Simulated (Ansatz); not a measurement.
Reaction (formal exchange of groups at a C–Si bond): `OCCC[SiH3]` + `CC` → `CCCCCO` + SiH₄

Calculated with Ansatz (gas phase, PBE0-D4/def2-TZVP geometries, no zero-point term in ΔE). CBS: MP2 limit from def2 TZ/QZ plus the TZ coupled-cluster correction, frozen cores. This one scheme is used for every species. DFT in def2-TZVPP. One conformer a species, not always the lowest.

| species | ωB97M-V energy (Eh) |
| --- | --- |
| `OCCC[SiH3]` | -485.00653 |
| `CC` | -79.79461 |
| `CCCCCO` | -272.94240 |
| SiH₄ | -291.84636 |

**Question.** Work out ΔE.

**Answer.** ΔE = (-272.94240) + (-291.84636) − (-485.00653) − (-79.79461) = 0.01238 Eh = +0.34 eV. CCSD(T)/CBS gives +0.32 eV.

Largest T1 diagnostic among the species: 0.011.
